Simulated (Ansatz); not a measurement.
Compare A (`OC([SiH3])O[SiH3]`) with its isomer B (`OC[SiH2][SiH2]O`).

Isolated molecules relaxed with PBE0-D4/def2-TZVP in Ansatz; ΔE leaves out vibrations. CBS: MP2 limit from def2 TZ/QZ plus the TZ coupled-cluster correction, frozen cores. Functionals use def2-TZVPP. B3LYP here is the variant with VWN-RPA as its local correlation; programs differ in this. One conformer a species, not always the lowest.

**Question.** Which is lower in electronic energy at CCSD(T)/CBS, and by how much? (An estimate is asked.)

**Answer.** Ansatz gave: B, by 11.5 kcal/mol.

**Question.** Give E(B) − E(A) in kcal/mol with ωB97M-V, B2PLYP, PBE0-D4, CCSD(T)/def2-TZVPP, PBE-D4, B3LYP, r2SCAN-D4. (Estimate.)

**Answer.** Computed: ωB97M-V -9.4, B2PLYP -10.1, PBE0-D4 -13.1, CCSD(T)/def2-TZVPP -10.1, PBE-D4 -13.0, B3LYP -10.6, r2SCAN-D4 -11.2. None reverses the order clearly.

Largest T1 diagnostic: 0.013.

In def2-TZVPP, CCSD(T) changes the Hartree–Fock value by −2.3 kcal/mol (the triples alone add +0.1 kcal/mol) and MP2 by −2.4 kcal/mol.
